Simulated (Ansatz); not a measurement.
Born–Oppenheimer molecular dynamics of ClF$_{3}$H$_{4}$HfSi (10 atoms, charge 0, multiplicity 1). It starts at the highest image of a converged band. Of that band: Neighbouring images differ by up to 1.6 eV, so the band resolves the path poorly. A vibrational analysis at the climbing image gives one clearly imaginary mode, 406i cm⁻¹: a first-order saddle point.

The calculation used Ansatz 0.2.0, RKS PBE0-D4/def2-SVP.

```json
{
 "ensemble": "NVE (velocity Verlet)",
 "time step": "0.5 fs",
 "steps asked": "200",
 "starting velocities drawn for": "300 K",
 "seed": "9267"
}
```

First frame:

```xyz
10
Properties=species:S:1:pos:R:3
Hf -0.173 -0.145 -0.164
Cl -0.095 -0.580 2.412
F 1.282 1.074 0.017
F -0.913 0.500 -1.804
F 0.209 -1.959 -0.596
Si -2.752 0.363 0.858
H -4.029 -0.338 0.504
H -2.698 -0.264 2.381
H -3.131 1.737 1.325
H -1.728 -0.388 2.383
```

How far do the bonds stretch over the last three quarters of this one trajectory? (Pairs bonded in most of those frames.)


| bond | mean (Å) | spread (Å) | shortest | longest |
| --- | --- | --- | --- | --- |
| Hf1–Cl2 | 2.952 | 0.147 | 2.71 | 3.19 |
| Hf1–F3 | 1.914 | 0.015 | 1.89 | 1.93 |
| Hf1–F4 | 1.892 | 0.003 | 1.89 | 1.90 |
| Hf1–F5 | 1.901 | 0.004 | 1.90 | 1.91 |
| Hf1–Si6 | 2.819 | 0.029 | 2.76 | 2.85 |
| Cl2–H10 | 1.346 | 0.065 | 1.25 | 1.48 |
| Si6–H7 | 1.499 | 0.011 | 1.48 | 1.52 |
| Si6–H8 | 1.545 | 0.062 | 1.43 | 1.68 |
| Si6–H9 | 1.507 | 0.035 | 1.46 | 1.56 |

Mean temperature of the second half: 309 K. The conserved energy stayed within 0.083 meV per atom of its start (net change -0.074 meV per atom), so the integration is sound. A run of 0.1 ps of so small a system gives no equilibrium averages. The orbitals stay closed-shell, which can raise the energy where a bond breaks towards radicals; this wasn't checked here.

Run time: 9.3 min on 4 threads of Arm Neoverse V2 (shared host), peak memory 0.34 GiB.
